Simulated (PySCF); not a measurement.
Level of theory: B3LYP-D3(BJ)/def2-TZVP // PBE0-D4/def2-SVP run with PySCF. All species are isolated molecules in the gas phase. One relaxed conformer stands for a flexible species; it need not be the lowest. B3LYP has the VWN-RPA correlation part, as in Gaussian. Excitations are Tamm–Dancoff values on a coarser integration grid. The basis has no diffuse functions, so Rydberg states are missing or too high.

Reference species (SMILES): `CN(C)BN(C)C` (C–N–B–N torsion -16°, N–B–N–C torsion -16°) (neutral, multiplicity 1).

* **S1–T1 gap (TDA)**: 0.46 eV
* **brightest of the four lowest singlets (TDA)**: 6.01 eV

Changed species: `CN(C)B(N(C)C)N(C)C` (0 of 3 N(CH3)2 replaced by H; the reference has 1 of 3 N(CH3)2 replaced by H).

Predict the effect on the S1–T1 gap (TDA) and brightest of the four lowest singlets (TDA).

the S1–T1 gap (TDA) drops by 0.38 eV, to 0.08 eV; the brightest of the four lowest singlets (TDA) goes up by 0.08 eV, to 6.09 eV.
